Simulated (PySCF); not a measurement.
From one molecule to another.

First species: C4H2F2O2.
InChI=1S/C4H2F2O2/c5-4(6)1-3(2-7)8-4/h1-2H

Second species: benzoxazole, C7H5NO.
SMILES: `c1ccc2ocnc2c1`

Levels: CAM-B3LYP/def2-SVPD for dipole moment, HOMO energy, LUMO energy, HOMO–LUMO gap, static isotropic polarisability and electronic spatial extent ⟨r²⟩ about the centre of nuclear charge; TDDFT CAM-B3LYP/def2-SVPD for lowest singlet excitation; TDA CAM-B3LYP/def2-SVPD for lowest triplet excitation (Tamm–Dancoff); GFN2-xTB for rotational constant A and rotational constant C. Geometries: GFN2-xTB. Each structure is a single optimised conformer of the isolated species, non-relativistic unless stated. Electronic properties by PySCF.

Dipoles, sizes and rotational constants follow the conformer. The torsions of the flexible species, by atom-mapped SMILES:
- `[O:1]=[CH:2][C:3]1=[CH:4][C:5]([F:6])([F:7])[O:8]1`: O1–C2–C3–C4 0°

```
                                                         property   column X   column Y
                                                    dipole moment     0.33 D     1.37 D
                                                      HOMO energy   -9.47 eV   -8.28 eV
                                                      LUMO energy   -2.07 eV    0.05 eV
                                                    HOMO–LUMO gap    7.40 eV    8.33 eV
                                        lowest singlet excitation    3.55 eV    5.27 eV
                         lowest triplet excitation (Tamm–Dancoff)    2.52 eV    3.86 eV
                                  static isotropic polarisability    53.9 au    85.0 au
electronic spatial extent ⟨r²⟩ about the centre of nuclear charge  950 bohr²  943 bohr²
                                            rotational constant A  5.994 GHz  4.026 GHz
                                            rotational constant C  1.173 GHz  1.206 GHz
```

(1) Which column belongs to which species?

(2) How does each property change from the first species to the second?

## Answers

(1) Column X is the first species and column Y the second. The first has 10 atoms and 60 electrons, the second 14 and 62.

(2) dipole moment +1.04 D; HOMO energy +1.19 eV; LUMO energy +2.12 eV; HOMO–LUMO gap +0.93 eV; lowest singlet excitation +1.72 eV; lowest triplet excitation (Tamm–Dancoff) +1.34 eV; static isotropic polarisability +31.1 au; electronic spatial extent ⟨r²⟩ about the centre of nuclear charge -7 bohr²; rotational constant A -1.968 GHz; rotational constant C +0.033 GHz.

On the first: The 8 singlets span 3.55 to 8.15 eV, and their oscillator strengths add up to 0.41.

On the second: No computed singlet falls in the visible range (750 to 380 nm, 1.65 to 3.26 eV); S1 lies 2.01 eV above its blue end. The vertical singlet–triplet gap S1 − T1 is 1.41 eV (TDDFT singlet less Tamm–Dancoff triplet; S1: HOMO−1→LUMO, weight 0.39, beside HOMO→LUMO, weight 0.31; T1: HOMO→LUMO, weight 0.73).
